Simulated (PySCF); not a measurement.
PySCF 2.14 output of an unrestricted PBE0 calculation on a single atom or ion in def2-TZVP (5s3p1d, 19 functions), with the non-relativistic Hamiltonian (point nucleus):

```
SCF conv_tol = 1e-09
number electrons alpha = 2  beta = 2
    C. Adamo and V. Barone.,  J. Chem. Phys. 110, 6158 (1999)
    M. Ernzerhof and G. E. Scuseria.,  J. Chem. Phys. 110, 5029 (1999)
cycle= 1 E= -14.6354919654456  delta_E= -0.000765  |g|= 0.00159  |ddm|= 0.0611
cycle= 2 E= -14.6354927532925  delta_E= -7.88e-07  |g|= 8.03e-05  |ddm|= 0.00441
cycle= 3 E= -14.635492756835  delta_E= -3.54e-09  |g|= 1.08e-05  |ddm|= 0.000351
cycle= 4 E= -14.6354927568826  delta_E= -4.77e-11  |g|= 8.75e-07  |ddm|= 4.47e-05
converged SCF energy = -14.6354927568826  <S^2> = -4.4408921e-15  2S+1 = 1
```

The run itself started from symmetry-adapted Hartree-Fock orbitals and held the occupation by maximum overlap, on a logarithmic radial grid, so the iterations belong to that start.

Task: Which element, charge and spin multiplicity is this?

Result: Be (beryllium, neutral), multiplicity 1; the state was [He] 2s2, closed-shell 1S.
